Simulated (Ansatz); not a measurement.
Basis-set extrapolation for C2H4OSi, SMILES `OC#C[SiH3]` (PBE0-D4/def2-TZVP geometry, frozen core, Ansatz). Multiplicity 1, RHF reference.

```
                      def2-TZVPP   def2-QZVPP
                 HF  -441.862539  -441.878168
    MP2 correlation    -0.659906    -0.707806
CCSD(T) correlation    -0.716972      not run
```

Energies in hartree. Use E(X) = E(∞) + A·exp(−7.88·√X) for Hartree–Fock and E(X) = E(∞) + B·X^(−2.97) for correlation, with X = 3 and 4, and add CCSD(T) minus MP2 of the smaller set to the MP2 limit.

Problem. What is the CCSD(T) energy at the basis-set limit?

Solution. HF limit: -441.878168 + (-0.015629) × 0.13774 = -441.88032. MP2 limit: -0.707806 + (-0.047900) × 0.74074 = -0.74329. Higher-order term: -0.716972 − (-0.659906) = -0.05707. Total: -442.68068 hartree, 265.6 kJ/mol below CCSD(T)/def2-TZVPP.
